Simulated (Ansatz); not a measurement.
Reaction (ligand exchange at the As–C bond): `[AsH2]CB1CC1` + `S[S][GeH3]` → `[GeH3][S]S[AsH2]` + `CB1CC1`

Calculated with Ansatz (gas phase, PBE0-D4/def2-TZVP geometries, no zero-point term in ΔE). CCSD(T)/CBS is the MP2 limit (def2-TZVPP, def2-QZVPP) plus CCSD(T) − MP2 in def2-TZVPP, frozen cores. DFT in def2-TZVPP. For As, Ge outer-core shells are correlated without core-valence functions, which leaves a few kJ/mol of doubt a bond. Scalar relativity is left out up to krypton. One conformer a species, not always the lowest.

`[AsH2]CB1CC1`:

Cartesian coordinates in Å:
```
As 1.762 -1.624 -0.331
C 0.625 -0.387 -1.419
B -0.215 0.253 -0.323
C -1.460 0.236 0.566
C -0.402 1.352 0.725
H 2.117 -0.614 0.755
H 0.626 -2.200 0.507
H 0.104 -1.032 -2.127
H 1.331 0.260 -1.941
H -1.554 -0.471 1.384
H -2.423 0.519 0.149
H -0.684 2.353 0.410
H 0.174 1.354 1.645
```

`S[S][GeH3]`:

Z-matrix (Å, degrees):
```
Ge
S 1 2.234
H 1 1.534 2 109.0
H 1 1.536 2 108.7 3 120.6
H 1 1.537 2 106.1 3 -120.0
S 2 2.058 1 99.3 3 -57.9
H 6 1.347 2 98.3 1 -89.0
```

`[GeH3][S]S[AsH2]`:

```xyz
9

Ge    1.926    0.287    0.225
S     0.290   -0.075    1.699
S    -0.953   -1.215    0.517
As   -2.159    0.380   -0.525
H     1.326    1.016   -0.986
H     2.972    1.162    0.935
H     2.521   -1.062   -0.200
H    -2.419   -0.488   -1.752
H    -3.504   -0.004    0.087
```

`CB1CC1`:

Z-matrix (Å, degrees):
```
C
B 1 1.541
H 1 1.101 2 105.5
H 1 1.092 2 114.1 3 116.3
H 1 1.092 2 114.0 3 -116.1
C 2 1.527 1 149.6 3 -86.8
C 2 1.527 1 149.5 3 85.8
H 6 1.087 2 120.4 1 69.8
H 6 1.087 2 120.2 1 -78.4
H 7 1.087 2 120.2 1 78.4
H 7 1.087 2 120.4 1 -69.8
```

| level | ΔE (eV) |
| --- | --- |
| r2SCAN | -0.40 |
| HF/def2-TZVPP | -0.42 |

(1) What does CCSD(T)/CBS give? (An estimate is asked.)

Largest T1 diagnostic among the species: 0.013.

## Answers

(1) The calculation gave: -0.35 eV. The listed levels differ from it by -0.05, -0.07 eV.

In def2-TZVPP, CCSD(T) changes the Hartree–Fock value by +0.14 eV (the triples alone add +0.00 eV) and MP2 by +0.13 eV.
